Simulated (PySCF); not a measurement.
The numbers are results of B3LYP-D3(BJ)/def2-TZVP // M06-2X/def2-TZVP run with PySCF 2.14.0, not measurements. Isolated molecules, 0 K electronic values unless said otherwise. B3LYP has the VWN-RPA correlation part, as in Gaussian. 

Reference species (SMILES): `B` (neutral, multiplicity 1).

```json
{
 "HOMO–LUMO gap": "7.53 eV",
 "HOMO": "-9.75 eV",
 "LUMO": "-2.22 eV"
}
```

After one change: the HOMO–LUMO gap rises by 0.86 eV; the HOMO rises by 1.34 eV; the LUMO rises by 2.20 eV.

Problem. Which change was made? The new species is one of these.
(A) `BC#C`
(B) `BC(=O)OC`
(C) `BN`
(D) `BC=C`

Solution. C, `BN`
